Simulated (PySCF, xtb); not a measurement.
Se(NH2)(OSiH3) (H5NOSeSi), SMILES N[Se]O[SiH3].

Geometry optimised at B3LYP-D3(BJ)/def2-SVP. The structure was generated by enumeration, and PubChem lists no compound with its InChIKey, so it may never have been made. One conformer was computed; it need not be the lowest.

The numbers are results of IEF-PCM-B3LYP/def2-SVP run with PySCF, not measurements.

The values are the electrostatic part of the solvation free energy, E(continuum) − E(gas) at the gas-phase geometry, in a cavity of scaled van der Waals radii (PySCF's table); cavitation and dispersion terms are not included. In vacuum the orbital gap is 5.34 eV. The dipole moment in vacuum is 1.76 D.

```
solvent            ε  ΔG(elec) (kcal/mol)  dipole (D)  gap (eV)
-------------  -----  -------------------  ----------  --------
water          78.36                 -4.8        2.38      5.36
chloroform      4.71                 -3.4        2.18      5.35
cyclohexanone  15.62                 -4.4        2.33      5.35
```

For comparison, GFN2-xTB/ALPB(water) (xtb, at the GFN2-xTB geometry, all terms of that model) gives -3.1 kcal/mol.
